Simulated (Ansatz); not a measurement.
Two isomers of CH4GeOSe: A = `C1[O][GeH2][Se]1`, B = `O=C[Se][GeH3]`.

Computed with Ansatz on PBE0-D4/def2-TZVP structures; ΔE is electronic, products minus reactants. CCSD(T)/CBS adds triple-zeta CCSD(T) − MP2 to the extrapolated MP2 energy (def2 sets, frozen cores). Functionals use def2-TZVPP. B3LYP here is the variant with VWN-RPA as its local correlation; programs differ in this. For Ge, Se outer-core shells are correlated without core-valence functions, which leaves a few kJ/mol of doubt a bond. Scalar relativity is left out up to krypton. Each species was taken in one conformer, which may not be the lowest.

Question: Which is lower in electronic energy at CCSD(T)/CBS, and by how much? (Estimate.)

Answer: The calculation gave: A, by 15.4 kJ/mol.

Question: Give E(B) − E(A) in kJ/mol with ωB97M-V, PBE-D4, B2PLYP, CCSD/def2-TZVPP, B3LYP-D4, MP2/def2-TZVPP, CCSD(T)/def2-TZVPP. (Best estimate.)

Answer: Ansatz gave: ωB97M-V 11.8, PBE-D4 -6.2, B2PLYP 1.9, CCSD/def2-TZVPP 14.9, B3LYP-D4 -5.0, MP2/def2-TZVPP 17.7, CCSD(T)/def2-TZVPP 11.8. The order is the other way round with PBE-D4, B3LYP-D4.

Largest T1 diagnostic: 0.014.

From PBE to PBE0 (25 % exact exchange), in def2-TZVPP and without D4, E(B) − E(A) moves by +17.2 kJ/mol. In def2-TZVPP, CCSD(T) changes the Hartree–Fock value by +3.2 kJ/mol (the triples alone add −3.2 kJ/mol) and MP2 by +9.1 kJ/mol.
